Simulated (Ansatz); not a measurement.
Computed with Ansatz on PBE0-D4/def2-TZVP structures; ΔE is electronic, products minus reactants. CCSD(T)/CBS is the MP2 limit (def2-TZVPP, def2-QZVPP) plus CCSD(T) − MP2 in def2-TZVPP, frozen cores. Functionals use def2-TZVPP. B3LYP here is the variant with VWN-RPA as its local correlation; programs differ in this. Each species was taken in one conformer, which may not be the lowest.

Consider the isomerisation: `O/C(Cl)=C/[SiH3]` → `Cl[SiH]1CCO1`.

| level | ΔE (kJ/mol) | difference from CCSD(T)/CBS |
| --- | --- | --- |
| PBE-D4 | -245.2 | 23.0 |
| B3LYP-D4 | -251.0 | 17.2 |
| ωB97X-V | -271.3 | -3.1 |
| ωB97M-V | -268.9 | -0.7 |
| B2PLYP | -261.1 | 7.1 |
| PBE | -245.3 | 22.9 |
| r2SCAN | -259.3 | 8.9 |
| MP2/def2-TZVPP | -274.8 | -6.6 |
| SCS-MP2/def2-TZVPP | -270.1 | -1.9 |
| CCSD/def2-TZVPP | -271.2 | -3.0 |
| CCSD(T)/def2-TZVPP | -265.0 | 3.2 |
| HF/def2-QZVPP | -275.2 | -7.0 |
| MP2/def2-QZVPP | -277.0 | -8.8 |
| SCS-MP2/def2-QZVPP | -272.6 | -4.4 |
| HF/CBS(def2) | -275.4 | -7.2 |
| MP2/CBS(def2) | -277.9 | -9.7 |
| CCSD(T)/CBS | -268.2 | 0 |

Largest T1 diagnostic among the species: 0.012.

From PBE to PBE0 (25 % exact exchange), in def2-TZVPP and without D4, ΔE moves by −18.7 kJ/mol.
